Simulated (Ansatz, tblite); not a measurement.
Cost and result up the ladder for triphenyltelluronium bromide, `[Br-].c1ccc([Te+](c2ccccc2)c2ccccc2)cc1` (35 atoms). Total charge 0; singlet. Geometry: PBE-D4/def2-SVP.

Ansatz on 2 threads of AMD EPYC 7R13 on a shared host and a share (18 GiB) of an NVIDIA H100 80GB HBM3; xTB runs through tblite on one thread. Times are rough, summed over both states, and most runs start from the orbitals of an earlier one. PBE0-D4/def2-TZVP serves as the yardstick here, not as an exact answer. The other state is a doublet.

In the def2 sets Te takes a core potential; there is no spin–orbit coupling. The xTB rows come from tblite. Single mean-field runs in def2-TZVP are fitted with def2-universal-jkfit. HOMO above LUMO, or a gap near zero within one spin, warns that the state may not be the lowest or that an electron is smeared out.

Raw xTB energies of ions are shifted by several eV.

| level | functions | vertical IE (eV) | difference from PBE0-D4/def2-TZVP (eV) | remarks |
| --- | --- | --- | --- | --- |
| GFN1-xTB | 120 | 12.55 | 4.76 | – |
| PBE0-D4/def2-TZVP | 746 | 7.78 | 0.00 | – |
| PBE-D4/def2-TZVP (with forces) | 746 | 7.58 | -0.21 | – |
| GFN2-xTB | 105 | 12.22 | 4.43 | – |
| LDA (SPW92)/def2-TZVP (with forces) | 746 | 7.76 | -0.03 | gap within one spin near zero (+1 doublet) |

Task: Estimate how long each takes.

Result: GFN1-xTB 0.17 s; GFN2-xTB 0.18 s; PBE-D4/def2-TZVP (with forces) 19 s; LDA (SPW92)/def2-TZVP (with forces) 21 s; PBE0-D4/def2-TZVP 24 s. On shared hardware such times vary by a factor of up to 3.
